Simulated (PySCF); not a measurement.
O⁺ (oxygen, charge +1) across methods

[He] 2s2 2p2 3d1, one real determinant (an excited configuration). All numbers are calculated (PySCF 2.14, scalar relativity by spin-free X2C-1e, in aug-cc-pCVQZ-DK). The B2PLYP total includes its PT2 part (frozen core); its orbital energies are those of the SCF part.

```
method  E (hartree)  mean ε 2s β (eV)  mean ε 2p α (eV)  mean ε 3d α (eV)  Σ⟨r²⟩ (bohr²)   ⟨S²⟩
   LDA     -72.9576           -45.965           -35.863            -2.421          15.80  3.751
   M06     -73.5005           -48.505           -38.338            -3.079          15.86  3.751
   PBE     -73.4596           -46.138           -35.917            -2.682          15.89  3.751
 wB97X     -73.5120           -51.041           -41.106            -4.791          15.88  3.752
  PBE0     -73.4641           -48.294           -38.746            -3.172          15.89  3.752
   UHF    -73.31525           -53.116           -46.631            -4.289          15.98  3.754
r2SCAN     -73.4955           -46.524           -37.030            -2.540          15.96  3.753
B2PLYP     -73.4934           -50.304           -41.683            -3.530          15.91  3.752
```

⟨L²⟩ = 8.00 against 12 for a pure F term, so this real determinant mixes terms. The outer electron is Rydberg-like, and this basis confines it to a smaller radius and binds it less than a complete one would.
